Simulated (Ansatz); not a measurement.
`[F][Al]([F])[CH]1CC1` → Al• + 3 C• + 2 F• + 5 H•  (atomization)

Gas-phase electronic energies from Ansatz, PBE0-D4/def2-TZVP geometries. CCSD(T)/CBS is the MP2 limit (def2-TZVPP, def2-QZVPP) plus CCSD(T) − MP2 in def2-TZVPP, frozen cores. This one scheme is used for every species, atoms too. DFT in def2-TZVPP. B3LYP here is the variant with VWN-RPA as its local correlation; programs differ in this. No spin–orbit coupling; open shells (•) take unrestricted orbitals. Spin–orbit coupling would lower the free atoms: a little for Al, C, F. One conformer a species, not always the lowest.

`[F][Al]([F])[CH]1CC1`:

Z-matrix (Å, degrees):
```
C
C 1 1.521
Al 1 1.906 2 120.4
C 1 1.521 2 58.3 3 109.2
H 1 1.086 2 113.9 3 -146.5
H 2 1.084 1 118.7 3 -1.2
H 2 1.083 1 116.8 3 141.9
F 3 1.643 1 123.5 2 -146.0
F 3 1.646 1 119.6 2 34.0
H 4 1.084 1 118.7 2 -108.1
H 4 1.083 1 116.8 2 108.9
```

CCSD(T)/CBS gives +4606.2 kJ/mol.

Question: Another level gave +4575.2 kJ/mol. Which?
A. CCSD(T)/def2-TZVPP
B. B3LYP-D4/def2-TZVPP
C. SCS-MP2/def2-TZVPP
D. PBE0-D4/def2-TZVPP

Answer: B. B3LYP-D4 4575.2, SCS-MP2/def2-TZVPP 4558.6, PBE0-D4 4608.2, CCSD(T)/def2-TZVPP 4492.0 kJ/mol.

Largest T1 diagnostic among the species: 0.018.

From PBE to PBE0 (25 % exact exchange), in def2-TZVPP and without D4, ΔE moves by −79.2 kJ/mol: exact exchange takes away binding that semilocal exchange gives to molecules. In def2-TZVPP, CCSD(T) changes the Hartree–Fock value by +1044.6 kJ/mol (the triples alone add +66.3 kJ/mol) and MP2 by +1176.3 kJ/mol; breaking electron pairs costs correlation energy, which Hartree–Fock lacks. The D4 term adds +33.1 kJ/mol with B3LYP and +17.3 kJ/mol with PBE0; it sums over pairs of atoms, weighted by their polarisabilities, and B3LYP, whose exchange is more repulsive, gets the larger term.

For atomizations the MP2-based limit and the directly extrapolated one differ by several kJ/mol either way, and by 10 to 25 for some Ge, Se and Sn compounds, so smaller differences from it don't rank the levels.
